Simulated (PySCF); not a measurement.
Species: CH₈O₃Si₃.
SMILES: `C[SiH]1O[SiH2]O[SiH2]O1`

The closed-shell ground state was solved at several levels (PySCF, density fitting, gas phase, non-relativistic). Isolated species at its PBE0-D3(BJ)/def2-SVP geometry, gas phase.

```json
{"level": "PBE/pcSseg-1", "basis functions": "180", "total energy (Eh)": "-1136.5445", "HOMO (eV)": "-6.89", "LUMO (eV)": "-0.30", "gap (eV)": "6.59", "dipole (D)": "0.88"}
{"level": "CAM-B3LYP/def2-SVPD", "basis functions": "225", "total energy (Eh)": "-1136.8229", "HOMO (eV)": "-9.63", "LUMO (eV)": "0.98", "gap (eV)": "10.61", "dipole (D)": "0.86"}
```

(1) What might PBE0/pcSseg-1 (180 basis functions) give for the same quantities?

(2) Over all these levels, which gives the widest orbital gap and which the narrowest?

(3) How far do the dipole and the HOMO energy spread over the levels?

Results:

(1) Total energy -1136.6340 Eh, HOMO -8.28 eV, LUMO 0.64 eV, gap 8.92 eV, dipole 0.84 D.

(2) CAM-B3LYP/def2-SVPD (range-separated hybrid) has the widest, 10.61 eV, and PBE/pcSseg-1 (GGA) the narrowest, 6.59 eV. Functional and basis both differ between the two, so the spread mixes both effects.

(3) The dipole runs from 0.84 to 0.88 D (mean 0.86 D) and the HOMO from -9.63 to -6.89 eV.
